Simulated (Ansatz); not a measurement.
Ansatz (a quantum-chemistry and plane-wave program) input for C2H9NOSi2, SMILES CN1C[Si@@H](O)[SiH2]1, PBE/def2-SVPD. The structure is a stationary point at ωB97X-D3(BJ)/def2-SVP. The structure was generated by enumeration; whether it is a known compound was not checked. The values are those of a single conformer.

Ansatz 0.2 input:
```yaml
crystal:
  periodic: [false, false, false]
  atoms:
    - {symbol: C, position_ang: [-2.55181731, -0.69328627, 0.51744589]}
    - {symbol: N, position_ang: [-1.18273992, -0.27120024, 0.35028458]}
    - {symbol: C, position_ang: [-0.17048723, -1.28859400, 0.03503540]}
    - {symbol: Si, position_ang: [1.32973542, -0.09656599, 0.03934624]}
    - {symbol: O, position_ang: [2.29964532, -0.07481782, -1.32237433]}
    - {symbol: Si, position_ang: [-0.48622068, 1.32530148, 0.17364590]}
    - {symbol: H, position_ang: [-2.64249647, -1.45377048, 1.31632097]}
    - {symbol: H, position_ang: [-3.18464984, 0.16322202, 0.79973309]}
    - {symbol: H, position_ang: [-2.97201593, -1.13359350, -0.40900922]}
    - {symbol: H, position_ang: [-0.13980209, -2.09158176, 0.79808477]}
    - {symbol: H, position_ang: [-0.33777143, -1.77336861, -0.94896019]}
    - {symbol: H, position_ang: [2.18838150, -0.27966037, 1.25075718]}
    - {symbol: H, position_ang: [3.11924663, -0.57706505, -1.28140674]}
    - {symbol: H, position_ang: [-0.72143808, 2.22894418, 1.34399781]}
    - {symbol: H, position_ang: [-0.90281622, 2.10280261, -1.03929288]}
basis:
  gaussian:
    orbitals: def2-SVPD
hamiltonian:
  xc: {name: PBE}
```

Program output:

```
WARN ansatz: RAYON_NUM_THREADS=2 ignored (pool sized by the plan → 2); use --threads N
Functional definition: PBE
integrals: 0.16 GiB planned
1730 factors; their error is unknown
mean field: 1.06 GiB planned
mean field evaluation 1: about -21473.9521 eV, gradient 8.6e1 eV
mean field evaluation 2: about -21380.3924 eV, gradient 2.0e2 eV
mean field evaluation 4: about -21489.1102 eV, gradient 2.0e1 eV
mean field evaluation 8: about -21489.9207 eV, gradient 2.0e-1 eV
mean field evaluation 16: about -21489.8412 eV, gradient 3.1e-4 eV
mean field -21489.84121483 eV, -789.7370983075 hartree, gradient 4.3e-5 eV, S^2 0.000000; 0 other end points of the search recorded, 0 dependent functions left out
reference -21489.84127028 eV, -789.7371003452 hartree; 32, 32 occupied and 171, 171 virtual orbitals, 1730 factors
Total energy: -21489.84127028 eV, -789.7371003452 hartree
```

The run converged.

Cost: around 12 core-seconds (rough).
